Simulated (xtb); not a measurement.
xtb input (GFN2-xTB):

```bash
xtb mol.xyz --gfn 2 --ohess tight --chrg 0 --uhf 0
```
mol.xyz:
```
21

C      3.39147877     0.06446808     0.15900715
C      2.01281047    -0.69232791     0.00909025
C      0.90457845     0.32645103     0.07842692
C     -0.45531529    -0.47346945    -0.03805651
C     -1.64544037     0.53916606     0.04748560
C     -2.95337976    -0.15509042    -0.07219161
O     -4.02199094     0.71991029     0.02287364
H      3.50285630     0.69148226    -0.69996235
H      3.47831852     0.63324393     1.07969047
H      4.24252932    -0.72112613     0.09155536
H      2.05386411    -1.25580301    -0.89822157
H      1.94445622    -1.39236884     0.90070892
H      0.98557103     1.01665222    -0.79550266
H      0.95538037     0.85734477     0.96564093
H     -0.51694973    -1.11260907     0.84167552
H     -0.50987222    -1.06021898    -0.91319768
H     -1.60325437     1.11088011     0.97348887
H     -1.55283439     1.25481692    -0.81124341
H     -3.11765025    -0.90950144     0.82370753
H     -3.08161080    -0.74628544    -0.99826203
H     -3.91552032     1.36664222    -0.75015635
```

End of the output:

```
optimized geometry written to: xtbopt.xyz

           -------------------------------------------------
          | TOTAL ENERGY              -24.051588359633 Eh   |
          | TOTAL ENTHALPY            -23.850142955422 Eh   |
          | TOTAL FREE ENERGY         -23.895152615187 Eh   |
          | GRADIENT NORM               0.000308712909 Eh/α |
          | HOMO-LUMO GAP              12.006790198546 eV   |
           -------------------------------------------------

------------------------------------------------------------------------
------------------------------------------------------------------------
 total:
 SCF:
 ANC optimizer:
 analytical hessian:
```
